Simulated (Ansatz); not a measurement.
Species: CH$_{11}$N$_{3}$Si$_{2}$, net charge 0, singlet state. 
Coordinates optimised at B3LYP-D3(BJ)/def2-TZVP (Ansatz, a quantum-chemistry and plane-wave program):
SMILES: C[SiH2][Si](N)(N)N
```xyz
17

C      2.0275    -0.7213     1.6490
Si     1.6121     0.1763     0.0427
Si    -0.7076     0.1105    -0.3321
N     -1.3641     1.1407     0.8889
N     -0.9631     0.4035    -2.0105
N     -1.5277    -1.3796    -0.0508
H      3.0982    -0.6990     1.8579
H      1.5039    -0.2585     2.4874
H      1.7131    -1.7653     1.5937
H      2.0938     1.5856     0.1383
H      2.3615    -0.4473    -1.0825
H     -0.9299     2.0267     1.0951
H     -2.3611     1.1781     1.0450
H     -0.3451     1.0029    -2.5331
H     -1.8908     0.3918    -2.4081
H     -1.4437    -2.1299    -0.7176
H     -1.6445    -1.7241     0.8886
```
Charge 0, spin multiplicity 1.

Basis-set convergence of Hartree-Fock and CCSD(T) correlation energies (hartree) with Ansatz. Cores are frozen in the correlated levels unless marked. Spin-orbit coupling is left out. No relativistic terms.

```tsv
basis	functions	E(HF)	E(corr, CCSD(T))
aug-cc-pV(D+d)Z	255	-785.63707	-1.01837
aug-cc-pV(T+d)Z	547	?	?
```

**Question.** Fill in the missing entries.

**Answer.** 
- aug-cc-pV(T+d)Z, E(HF): -785.72066
- aug-cc-pV(T+d)Z, E(corr, CCSD(T)): -1.20257
